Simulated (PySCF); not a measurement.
Cartesian coordinates in Å; atom numbers follow the order of the lines, from 1:
```xyz
22

Si   -2.5205   -1.8093    0.6846
Si   -0.9887   -0.1352    0.1192
Si   -2.0841    1.6915   -0.8713
Si    0.6840   -0.9250   -1.3373
C     2.1817    0.2290   -1.0567
C     2.6492    0.2921    0.3945
O     1.7817    1.0034    1.2246
Si    0.3704    0.5621    1.8971
H    -1.9106   -3.0061    1.2683
H    -3.2675   -2.2639   -0.4895
H    -3.5170   -1.3446    1.6520
H    -1.1708    2.7412   -1.3321
H    -2.8668    1.2925   -2.0450
H    -3.0258    2.3425    0.0445
H     0.4359   -0.9060   -2.7865
H     1.1748   -2.2844   -1.0473
H     1.9421    1.2439   -1.3780
H     3.0295   -0.0995   -1.6589
H     2.7916   -0.7246    0.7852
H     3.6152    0.8102    0.4531
H     0.6041   -0.5021    2.8897
H     0.0813    1.8118    2.5891
```

Theory: geometry: GFN2-xTB, NMR shieldings at PBE0/pcSseg-1/GIAO, in PySCF (single conformer, no relativistic terms, gas phase, one averaged value for each set of equivalent atoms).

Referencing at the same level of theory: ¹³C and ¹H and ²⁹Si vs TMS; H2O for ¹⁷O.

```csv
atoms,nucleus,count,Hirshfeld charge,δ (ppm)
H9/H10/H11/H12/H13/H14,¹H,6,-0.07,3.64
C5,¹³C,1,-0.16,13.3
Si8,²⁹Si,1,0.31,-22.1
O7,¹⁷O,1,-0.22,?
H19/H20,¹H,2,0.04,?
Si1/Si3,²⁹Si,2,0.21,-110.9
H17/H18,¹H,2,0.04,0.98
H15/H16,¹H,2,-0.08,?
H21/H22,¹H,2,-0.08,5.59
Si4,²⁹Si,1,0.24,?
Si2,²⁹Si,1,0.02,-173.4
C6,¹³C,1,0.01,66.4
```

**Question.** Fill in the missing shifts.

**Answer.** 
- H15/H16: 4.26 ppm, hydrogen on a silicon bonded to C, Si, in a 6-membered ring
- H19/H20: 4.13 ppm, hydrogen on an sp3 CH2 bonded to O; its carbon carries O, which withdraws density
- Si4: -70.5 ppm, silicon bonded to C, Si, 2 H, in a 6-membered ring
- O7: 25.6 ppm, oxygen bonded to C, Si, in a 6-membered ring

Shifts are as computed. Against solution values, carbons near 30 ppm lie about +3 ppm off and those near 130 ppm about +5 ppm. Of 1211 compounds with measured shifts, 218 miss one by over three times the rms of a fit or turn the order of signals round; such compounds aren't used in these exercises. Experimental scales use liquid or dissolved standards, which lie at an offset from isolated H2O (liquid H2O: subtract about 36 ppm).
